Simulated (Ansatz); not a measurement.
Input for Ansatz (an electronic-structure program): U-wB97X-V/def2-TZVPP on NaP+, 2S+1 = 2, a spin state set in the input, which need not be the lowest, a point of a bond scan (R = 3.027 Å). Charge +1.

Ansatz 0.2 input:
```yaml
crystal:
  periodic: [false, false, false]
  atoms:
    - {symbol: Na, position_ang: [0.00000000, 0.00000000, 0.00000000]}
    - {symbol: P, position_ang: [0.00000000, 0.00000000, 3.02679800]}
basis:
  gaussian:
    orbitals: def2-TZVPP
    pivot_positions_ang: [[0.00000000, 0.00000000, 0.00000000], [0.00000000, 0.00000000, 3.02679800]]
hamiltonian:
  xc: {name: wB97X-V}
total_charge: 1
magnetization: {spin_polarized: true, initial_magnetization: 1}
output: {forces: true, orbitals: {seedname: ./end}}
```

It printed:

```
WARN ansatz: RAYON_NUM_THREADS=2 ignored (pool sized by the plan → 2); use --threads N
Functional definition: wB97X-V
integrals: 0.03 GiB planned
569 factors; their error is unknown
integrals: 0.06 GiB planned
190 factors; integrals over basis functions are off by at most 6.2e-6 eV
mean field: 0.38 GiB planned
mean field evaluation 1: about -13692.6048 eV, gradient 1.1e1 eV
mean field evaluation 2: about -13693.2825 eV, gradient 5.2e0 eV
mean field evaluation 4: about -13693.3261 eV, gradient 1.7e-1 eV
mean field evaluation 8: about -13693.3422 eV, gradient 1.6e-2 eV
mean field evaluation 16: about -13693.4674 eV, gradient 8.2e-1 eV
mean field evaluation 32: about -13693.3254 eV, gradient 4.0e-1 eV
mean field -13693.90004691 eV, -503.2415446650 hartree, gradient 2.1e-6 eV, S^2 1.693094; 7 other end points of the search recorded, 0 dependent functions left out
the calculation of the forces begins
reference -13693.90004641 eV, -503.2415446469 hartree; 13, 12 occupied and 61, 62 virtual orbitals, 569 factors
Total energy: -13693.90004641 eV, -503.2415446469 hartree
Atom 0 at     0.000000     0.000000     0.000000 Å, force    -0.000000    -0.000000     0.007281 eV/Å
Atom 1 at     0.000000     0.000000     3.026798 Å, force    -0.000000     0.000000    -0.007281 eV/Å
Dipole moment:    -0.000000    -0.001350    -1.326494 e Å
```

The calculation finished and met its thresholds. Its determinant has ⟨S²⟩ = 1.69, a mixture of spin states.

Cost: around 11 core-seconds (rough).
